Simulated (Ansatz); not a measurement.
Reaction (formal hydrolysis of a Cd–O bond): `[SiH3][O][Cd][O][SiH3]` + H₂O → `[OH][Cd][O][SiH3]` + `O[SiH3]`

Computed with Ansatz on PBE0-D4/def2-TZVP structures; ΔE is electronic, products minus reactants. CBS: MP2 limit from def2 TZ/QZ plus the TZ coupled-cluster correction, frozen cores. This one scheme is used for every species. DFT in def2-TZVPP. Elements past krypton have def2 core potentials. For Cd outer-core shells are correlated without core-valence functions, which leaves a few kJ/mol of doubt a bond. Each species was taken in one conformer, which may not be the lowest.

```
         level  ΔE (eV)
        PBE-D4     0.15
     revPBE-D4     0.16
       ωB97X-V     0.21
        revPBE     0.11
        r2SCAN     0.17
     CAM-B3LYP     0.17
 HF/def2-TZVPP     0.29
CCSD/CBS(def2)     0.24
```

Question: What does CCSD(T)/CBS give? (Estimate.)

Answer: Computed: +0.24 eV. The listed levels differ from it by -0.09, -0.08, -0.03, -0.13, -0.07, -0.07, 0.05, 0.00 eV.

Largest T1 diagnostic among the species: 0.016.

From r2SCAN to r2SCAN0 (25 % exact exchange), in def2-TZVPP and without D4, ΔE moves by +0.04 eV. At CCSD(T), def2-SVP lies +0.08 eV from the extrapolated value and def2-TZVPP +0.02 eV.
